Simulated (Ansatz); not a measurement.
Reaction (atomization): `F[SiH]1[SiH2]S1` → F• + 3 H• + S• + 2 Si•

Isolated molecules relaxed with PBE0-D4/def2-TZVP in Ansatz; ΔE leaves out vibrations. CCSD(T)/CBS is the MP2 limit (def2-TZVPP, def2-QZVPP) plus CCSD(T) − MP2 in def2-TZVPP, frozen cores. This one scheme is used for every species, atoms too. Functionals use def2-TZVPP. No spin–orbit coupling; open shells (•) take unrestricted orbitals. Spin–orbit coupling would lower the free atoms: a little for F, S, Si.

```json
{"species": "`F[SiH]1[SiH2]S1`", "LDA (SPW92) energy (Eh)": "-1074.65896"}
{"species": "F•", "LDA (SPW92) energy (Eh)": "-99.10436"}
{"species": "H•", "LDA (SPW92) energy (Eh)": "-0.47838"}
{"species": "S•", "LDA (SPW92) energy (Eh)": "-396.72067"}
{"species": "Si•", "LDA (SPW92) energy (Eh)": "-288.20231"}
```

**Question.** Work out ΔE.

**Answer.** ΔE = 3 × (-0.47838) + 2 × (-288.20231) + (-99.10436) + (-396.72067) − (-1074.65896) = 0.99417 Eh = +2610.2 kJ/mol. CCSD(T)/CBS gives +2305.7 kJ/mol.

Largest T1 diagnostic among the species: 0.014.

From BLYP to BHLYP (50 % exact exchange), in def2-TZVPP and without D4, ΔE moves by −27.5 kJ/mol: exact exchange takes away binding that semilocal exchange gives to molecules. The D4 term adds +30.6 kJ/mol with B3LYP and +15.7 kJ/mol with PBE0; it sums over pairs of atoms, weighted by their polarisabilities, and B3LYP, whose exchange is more repulsive, gets the larger term.

B3LYP here is the variant with VWN-RPA as its local correlation; programs differ in this.

For atomizations the MP2-based limit and the directly extrapolated one differ by several kJ/mol either way, and by 10 to 25 for some Ge, Se and Sn compounds, so smaller differences from it don't rank the levels.
